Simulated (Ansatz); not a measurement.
Geometry optimisation, RKS B3LYP/def2-SVP in Ansatz.

input.yaml

```yaml
crystal:
  periodic: [false, false, false]
  atoms:
    - { symbol: "N", position_ang: [-0.98878, 2.00946, 0.23372] }
    - { symbol: Zn, position_ang: [0.42279, 0.81383, 0.3405] }
    - { symbol: C, position_ang: [0.90479, -1.1277, 0.24924] }
    - { symbol: O, position_ang: [-0.18652, -1.26521, -0.67504] }
    - { symbol: H, position_ang: [-1.51103, 1.96872, -0.63237] }
    - { symbol: H, position_ang: [-0.87513, 2.99003, 0.44965] }
    - { symbol: H, position_ang: [1.83514, -1.45398, -0.22069] }
    - { symbol: H, position_ang: [0.72751, -1.73795, 1.13827] }
    - { symbol: H, position_ang: [-0.32876, -2.19721, -0.88329] }
basis:
  gaussian: { orbitals: def2-SVP }
hamiltonian:
  xc: b3lyp
relax:
  f_tol: 0.015
  max_steps: 40
output:
  orbitals: {}
```

Run as:

```bash
$ ansatz run input.yaml --threads 2 --pin off --max-ram 3072MiB --backend cpu --events-out ev --progress --plain --runs-dir out
```

**Question.** Where does it end, and by what steps?

**Answer.** It converged. The force dipped under the threshold on the way, but the program's further checks kept it going. After 31 steps the energy has fallen by 0.372 eV; H5 moved furthest, 1.22 Å.

| step | energy less start (eV) | largest force component (eV/Å) | accepted |
| --- | --- | --- | --- |
| 0 | 0.0000 | 0.599 | yes |
| 2 | -0.2506 | 0.422 | yes |
| 4 | -0.3344 | 0.669 | yes |
| 6 | -0.3552 | 0.272 | yes |
| 8 | -0.3606 | 0.025 | yes |
| 10 | -0.3608 | 0.047 | yes |
| 12 | -0.3608 | 0.114 | no |
| 14 | -0.3620 | 0.040 | yes |
| 16 | -0.3633 | 0.124 | yes |
| 18 | -0.3651 | 0.134 | yes |
| 20 | -0.3671 | 0.118 | yes |
| 22 | -0.3689 | 0.132 | yes |
| 24 | -0.3703 | 0.040 | yes |
| 26 | -0.3710 | 0.061 | yes |
| 28 | -0.3714 | 0.051 | yes |
| 30 | -0.3715 | 0.007 | yes |
| 31 | -0.3715 | 0.012 | yes |

```xyz
9
Properties=species:S:1:pos:R:3
N -0.747 2.383 0.325
Zn -0.153 0.654 0.171
C 0.569 -1.175 0.158
O 0.105 -1.862 -1.000
H -1.753 2.520 0.429
H -0.433 3.046 -0.383
H 1.678 -1.122 0.192
H 0.262 -1.687 1.095
H 0.471 -2.757 -0.986
```

Time of the run: 87 s on 2 threads of Arm Neoverse V1, with other jobs on the host, peak memory 0.21 GiB.
